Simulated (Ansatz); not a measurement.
Reactions of CH6NPSi, SMILES `P[SiH]1CN1`.

Gas-phase electronic energies from Ansatz, PBE0-D4/def2-TZVP geometries. CBS: MP2 limit from def2 TZ/QZ plus the TZ coupled-cluster correction, frozen cores. This one scheme is used for every species. Functionals use def2-TZVPP. def2 core potentials past Kr. For Se, Te outer-core shells are correlated without core-valence functions, which leaves a few kJ/mol of doubt a bond. Scalar relativity is left out up to krypton. Each species was taken in one conformer, which may not be the lowest.

```csv
reaction,ωB97X-V (kJ/mol)
`P[SiH]1CN1` + `C[SeH]` → `C[Se]P` + `C1N[SiH2]1`,5
`P[SiH]1CN1` + `N=C(O)O` → `OC(O)=NP` + `C1N[SiH2]1`,35
`P[SiH]1CN1` + H₂ → PH₃ + `C1N[SiH2]1`,1
`P[SiH]1CN1` + `N[SiH3]` → `[SiH3]NP` + `C1N[SiH2]1`,38
`P[SiH]1CN1` + `CNC` → `CN(C)P` + `C1N[SiH2]1`,38
`P[SiH]1CN1` + H₂Te → `P[TeH]` + `C1N[SiH2]1`,-3
```

Q: Give the CCSD(T)/CBS values in the same order. (Estimate.)

A: The calculation gave: 3, 39, 6, 42, 41, -9 kJ/mol.

Largest T1 diagnostic: 0.014, for `OC(O)=NP`.
